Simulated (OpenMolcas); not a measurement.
Computed levels of neutral platinum

```yaml
Program: OpenMolcas 26.06
Method: "MS-CASPT2, IPEA 0.25 Eh, imaginary shift 0.1 Eh (closed shells correlated: 5s 5p)"
Basis: ANO-RCC-VTZP [8s7p5d3f1g]
Scalar_Hamiltonian: DKH2, point nucleus
Active_space: 10 electrons in 6 orbitals (5d 6s)
State_averaging: 2S+1 = 3 even, 15 roots; 2S+1 = 1 even, 20 roots
Spin-orbit_coupling: RASSI with atomic mean-field integrals over the reference wave functions, term energies averaged over their components
```

Spin-free terms above the lowest, with the occupations of the reference:

| Configuration | Term | E (cm⁻¹) | Occupations |
| --- | --- | --- | --- |
| 5d⁹ 6s | ¹D | 0.0 | 5d 8.66 6s 1.34 |
| 5d⁹ 6s | ³D | 265 | 5d 9.00 6s 1.00 |
| 5d⁸ 6s² | ³F | 909 | 5d 8.00 6s 2.00 |
| 5d¹⁰ | ¹S | 2680 | 5d 9.78 6s 0.22 |
| 5d⁸ 6s² | ³P | 10120 | 5d 8.00 6s 2.00 |
| 5d⁸ 6s² | ¹D | 13930 | 5d 8.34 6s 1.66 |
| 5d⁸ 6s² | ¹G | 14710 | 5d 8.00 6s 2.00 |

With spin-orbit coupling, above the lowest level:

```
Configuration  Term  J  E (cm⁻¹)  Term weight %         Second
      5d⁸ 6s²    ³F  4       0.0             96           4 ¹G
       5d⁹ 6s    ¹D  2      1739             65          24 ³D
       5d⁹ 6s    ³D  3      2310            100               
       5d⁹ 6s    ³D  2      7500             41  22 5d⁸ 6s² ¹D
         5d¹⁰    ¹S  0      8000             93   7 5d⁸ 6s² ³P
      5d⁸ 6s²    ³F  3      9270            100               
       5d⁹ 6s    ³D  1     12840            100               
      5d⁸ 6s²    ³P  2     14410             42   25 5d⁹ 6s ³D
      5d⁸ 6s²    ³F  2     15090             59          20 ³P
      5d⁸ 6s²    ³P  1     18490            100               
      5d⁸ 6s²    ³P  0     21530             93      7 5d¹⁰ ¹S
      5d⁸ 6s²    ¹G  4     21820             96           4 ³F
      5d⁸ 6s²    ¹D  2     26200             61          21 ³F
```

Against the 10 measured excited levels shown (NIST Handbook of Basic Atomic Spectroscopic Data) the mean absolute deviation is 2100 cm-1; the largest miss in energy is 5d⁸ 6s² ³F₃: computed 6960, measured 10117 cm⁻¹ (-31.2 %), and the largest in proportion 5d⁸ 6s² ³F₄ (-380.4 %). These deviations count from the computed level that pairs with the measured ground level.

Spin-orbit coupling puts the lowest level 6257 cm⁻¹ below the lowest spin-free term.

CASPT2 breaks the degeneracy within a term, and the mean is taken; among the terms shown or strongly mixed into the levels shown the widest spread is 1400 cm-1 (5d⁸ 6s² ¹G). Over all roots computed the reference weight is 0.83 to 0.88; the roots of lowest weight are the least certain, and an intruder state may touch them. The lowest computed level is not the ground level that NIST lists (3D3). Configurations are named by rounded mean occupations; where the s occupation lies near a half they are strongly mixed, a name can repeat and a true partner stay unpaired. A single d shell beside an s shell can misplace configurations of different d count against each other. The CASPT2 spread within a term exceeds the gap to the next term for 5d⁹ 6s ³D and 5d⁸ 6s² ³F, 5d⁸ 6s² ¹D and 5d⁸ 6s² ¹G, so the order of their levels is uncertain, and so are names and mixing where such terms share a J. The lowest spin-free term belongs to 5d⁹ 6s, not to the configuration of the lowest level. Measured partners are found by configuration, term and J. A level has none where our copy of the source lacks it or the pairing is in doubt (some pairs that miss far off the trend of their configuration count as doubtful), and it then counts in no deviation. Levels of configurations outside the active space are missing. The first state left out of the spin-orbit step lies near 45000 cm-1 above the lowest spin-free state of the reference (among the parities and spins computed), and the list stops at four fifths of that energy or lower.

The term weight is that of the spin-free term in the level, not the purity of its configuration.
